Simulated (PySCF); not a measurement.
Two species compared at the same levels of theory.

First species: C4H2F4O.
SMILES: `FC(F)(F)OC1(F)C=C1`

Second species: C3H2F3N3.
Atom-mapped SMILES: `[F:1][C:2]([F:3])([F:4])[c:5]1[cH:6][n:7][nH:8][n:9]1` (hydrogens: H10 on C6; H11 on N8)

Structure used (GFN2-xTB), in Å, numbered top down from 1:
```xyz
11
C3H2F3N3 angstrom
F     -1.969   -1.181   -0.988
C     -1.606   -0.313   -0.032
F     -2.268    0.828   -0.278
F     -2.084   -0.792    1.125
C     -0.136   -0.085    0.006
C      0.581    1.111   -0.173
N      1.864    0.825   -0.052
N      1.898   -0.463    0.185
N      0.738   -1.059    0.231
H      0.222    2.098   -0.373
H      2.764   -0.965    0.323
```

Levels: PBE0/def2-SVPD for dipole moment, HOMO energy, LUMO energy, HOMO–LUMO gap, static isotropic polarisability and electronic spatial extent ⟨r²⟩ about the centre of nuclear charge; TDDFT PBE0/def2-SVPD for lowest singlet excitation; TDA PBE0/def2-SVPD for lowest triplet excitation (Tamm–Dancoff); GFN2-xTB for rotational constant A and rotational constant C. Geometries: GFN2-xTB. Each structure is a single optimised conformer of the isolated species, non-relativistic unless stated. Electronic properties by PySCF.

Dipoles, sizes and rotational constants follow the conformer. The torsions of the flexible species, by atom-mapped SMILES:
- `[F:1][C:2]([F:3])([F:4])[O:5][C:6]1([F:7])[CH:8]=[CH:9]1`: F1–C2–O5–C6 61°, C2–O5–C6–F7 -84°
- `[F:1][C:2]([F:3])([F:4])[c:5]1[cH:6][n:7][nH:8][n:9]1`: F1–C2–C5–C6 120°

```tsv
property	column X	column Y
dipole moment	3.46 D	2.64 D
HOMO energy	-9.09 eV	-8.90 eV
LUMO energy	-1.07 eV	-1.06 eV
HOMO–LUMO gap	8.02 eV	7.84 eV
lowest singlet excitation	6.17 eV	6.28 eV
lowest triplet excitation (Tamm–Dancoff)	4.88 eV	5.01 eV
static isotropic polarisability	50.6 au	55.2 au
electronic spatial extent ⟨r²⟩ about the centre of nuclear charge	994 bohr²	1031 bohr²
rotational constant A	3.110 GHz	3.666 GHz
rotational constant C	1.160 GHz	1.076 GHz
```

(1) Which column belongs to which species?

(2) How does each property change from the first species to the second?

Results:

(1) Column X is the first species and column Y the second. The first has 11 atoms and 70 electrons, the second 11 and 68.

(2) dipole moment -0.82 D; HOMO energy +0.19 eV; LUMO energy +0.01 eV; HOMO–LUMO gap -0.18 eV; lowest singlet excitation +0.11 eV; lowest triplet excitation (Tamm–Dancoff) +0.13 eV; static isotropic polarisability +4.6 au; electronic spatial extent ⟨r²⟩ about the centre of nuclear charge +37 bohr²; rotational constant A +0.556 GHz; rotational constant C -0.084 GHz.

On the first: A dipole of 3.46 D is allowed in C1, and pure rotational transitions are dipole-allowed. The vertical singlet–triplet gap S1 − T1 is 1.29 eV (TDDFT singlet less Tamm–Dancoff triplet; S1: HOMO→LUMO, weight 0.97; T1: HOMO−1→LUMO, weight 0.88).

On the second: The vertical singlet–triplet gap S1 − T1 is 1.27 eV (TDDFT singlet less Tamm–Dancoff triplet). The dipole equals about 8.8 × 10⁻³⁰ C·m (1 D = 3.33564 × 10⁻³⁰ C·m).
